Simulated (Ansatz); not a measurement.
Worked example: C5H9Br + CH2I2 → C5H10 + CHBrI2

Gas-phase species: C5H9Br (bromocyclopentane) `BrC1CCCC1`, singlet; CH2I2 (diiodomethane) `ICI`, singlet; C5H10 (cyclopentane) `C1CCCC1`, singlet; CHBrI2 (bromodiiodomethane) `BrC(I)I`, singlet. The partners trade Br for H; both sit on C, so the bond types are kept.

Shapes, held fixed at every level: PBE0-D4/def2-TZVP. Flexible molecules stand in one conformer, not always the lowest. Programs: Ansatz 0.2.0. Electronic energies: no zero-point or thermal term.

At CCSD(T)/def2-TZVPP; 1 Eh = 2625.50 kJ/mol:

```
species   energy (Eh)
 C5H9Br  -2768.302714
  CH2I2   -633.508921
  C5H10   -196.188287
 CHBrI2  -3205.606009
```

**Question.** Work out ΔE of the reaction at this level.

**Answer.** 
1. Products less reactants: (-196.188287) + (-3205.606009) − [(-2768.302714) + (-633.508921)] = 0.017339 Eh = +45.5 kJ/mol.

Other levels give +36.3 (PBE-D4/def2-TZVPP) to +59.0 kJ/mol (HF/def2-TZVPP). No measured value is set beside it here. For atoms past krypton def2 sets carry core potentials with scalar relativity. Relativity is left out for Br. Outer-core shells of Br, I are correlated, in sets that cover them unevenly.
